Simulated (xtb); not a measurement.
C5H5FO, SMILES [C@@]1(F)(C#C)CCO1. All values are semi-empirical tight-binding results from xtb (GFN2-xTB unless named), good for trends rather than for accurate numbers. Geometry optimised at GFN2-xTB. The structure was generated by enumeration; whether it is a known compound was not checked.

Optimised geometry:

```xyz
12

C      1.9724     0.1158     1.7224
C      1.1595    -0.0020     0.8520
C      0.1571    -0.1256    -0.1896
F      0.7268    -0.7340    -1.2942
C     -1.1911    -0.7672     0.1829
C     -1.7784     0.5624    -0.3025
O     -0.4657     1.0804    -0.5615
H      2.6842     0.2107     2.4877
H     -1.4348    -1.6402    -0.4156
H     -1.3124    -0.9783     1.2415
H     -2.3736     0.5102    -1.2166
H     -2.2952     1.1592     0.4511
```
Charge 0, spin multiplicity 1.

Task: Estimate the properties. (The exact figures need the calculation; the answer reports its results.)

Result: 
- orbital gap = 6.41 eV
- dipole moment = 3.32 D
- zero-point energy = 53.5 kcal/mol
- G − E(el) at 298.15 K (modified RRHO) = 34.2 kcal/mol
- static polarisability (D4 model) = 58.3 bohr³
- solvation energy, GFN2-xTB/ALPB(water) = -4.1 kcal/mol
- solvation energy, GFN2-xTB/ALPB(dmso) = -7.5 kcal/mol

Task: Give the IR lines (harmonic; lines under 4 % of the strongest left out, lines within 3 cm⁻¹ merged). (Estimate from the structure and the level; the computed values follow.)

Result: ν (cm⁻¹): 342 (w), 431 (m), 616 (w), 672 (m), 680 (w), 881 (m), 895 (s), 1019 (vs), 1046 (vs), 1064 (vs), 1100 (s), 1193 (s), 1228 (s), 1257 (w), 1435 (w), 2278 (w), 2956 (m), 2974 (m), 3040 (m), 3046 (w), 3391 (w) (against the strongest line: vs over 80 %, s over 45 %, m over 15 %, w over 4 %, vw less)

Task: Give the atomic charges and the Wiberg bond orders between heavy atoms. (An estimate is asked for; the answer gives what the named calculation found.)

Result: charges (e) C1 -0.07, C2 -0.03, C3 0.32, F4 -0.25, C5 -0.08, C6 0.08, O7 -0.31, H8 0.10, H9 0.07, H10 0.05, H11 0.05, H12 0.05. Bond orders C1–C2 2.91, C2–C3 1.01, C3–F4 0.91, C3–C5 0.96, C5–C6 1.00, C3–O7 0.98, C6–O7 0.97.
